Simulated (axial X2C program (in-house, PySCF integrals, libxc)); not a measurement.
## What spin–orbit coupling does to HfCl

All values were computed with an in-house relativistic program for diatomic molecules. Spin-free means the one-electron spin-free X2C Hamiltonian; two-component (2c) means X2C with spin–orbit coupling and atomic mean-field two-electron Coulomb and Gaunt terms, so the difference of the two also holds small scalar two-electron terms. Basis: Hf dyall-cv3z [13s14p9d7f4g], Cl dyall-av3z [9s8p3d2f] (cores contracted in-house); Gaussian nuclei, density fitting, unrestricted open shells. Masses: Hf 179.947 u, Cl 34.969 u.

Spin-free state: M_S = 1/2, Λ = 2 (beyond evenly filled blocks: δ+α); fragments Hf + Cl.

```tsv
level	Re (Å)	ωe (cm⁻¹)	De (eV)	μ (D)
PBE0	2.289	378.8	4.980	-1.59
HF	2.372	350.1	4.000	-1.47
CCSD	2.318	374.4	4.825	n/a
CCSD(T)	2.312	377.3	n/a	n/a
LDA	2.245	399.5	5.794	-1.35
```

Correlated methods: 19 electrons correlated (number of frozen shells: Hf 4 s, 3 p, 2 d, 1 f; Cl 2 s, 1 p), 315 virtual spin orbitals or spinors in MP2, 110 natural virtuals in coupled cluster.

Dipoles are positive if Cl is the positive end.

(1) Within this multiplet, which Ω should lie lowest by the rule for regular and inverted multiplets?

Two-component determinant lowest at the distance of the search:

Ω = 3/2 (⟨Sz⟩ = -0.52, ⟨Lz⟩ = 2.02 at HF); fragments Hf + Cl.

```json
{"level": "PBE0", "Re (Å)": "2.292", "ωe (cm⁻¹)": "377.1", "μ (D)": "-1.61"}
{"level": "HF", "Re (Å)": "2.374", "ωe (cm⁻¹)": "350.1", "μ (D)": "-1.65"}
{"level": "CCSD", "Re (Å)": "2.329", "ωe (cm⁻¹)": "366.9", "μ (D)": "n/a"}
{"level": "CCSD(T)", "Re (Å)": "2.323", "ωe (cm⁻¹)": "369.4", "μ (D)": "n/a"}
{"level": "LDA", "Re (Å)": "2.247", "ωe (cm⁻¹)": "397.5", "μ (D)": "-1.40"}
```

(2) From the two tables, how do the constants change at the CCSD(T) level (2c against spin-free)?

One determinant describes the state; a PBE0 search over occupations chose it and may have missed a lower one. Dissociation energies refer to the lowest single-determinant-based atoms at the same level and basis. De is not given where an atomic determinant may have missed its ground term or J level, or where the truncated virtual space spoils (T). Density functionals use the spin component along the axis (collinear). Coupled cluster ran in a truncated set of natural virtual spinors; the MP2 energy of the rest was added. (T) has no such correction and the atoms are truncated less, which lowers De at CCSD(T) by a hundredth of an eV or more. Other states lie close and PBE0, whose exact exchange favours high spin, may order them wrongly; the determinant shown need not be the ground state. The nearest other spin-free determinant of the search, M_S = 1/2, Λ = 1, lies 0.33 eV up at the distance of the search. The functionals have no current-density term, which raises determinants with orbital currents, atoms included. The determinant is spin-polarised beyond a pure state at some levels (its spin-free form has ⟨S²⟩ too high), which makes Re and μ there less reliable.

## Answers

(1) The open δ shell holds one electron, so the multiplet is regular: Ω = Λ − 1/2 = 3/2. The PBE0 2c search agrees.

(2) At the CCSD(T) level Re rises by 0.011 Å and ωe goes down by 7.9 cm⁻¹.
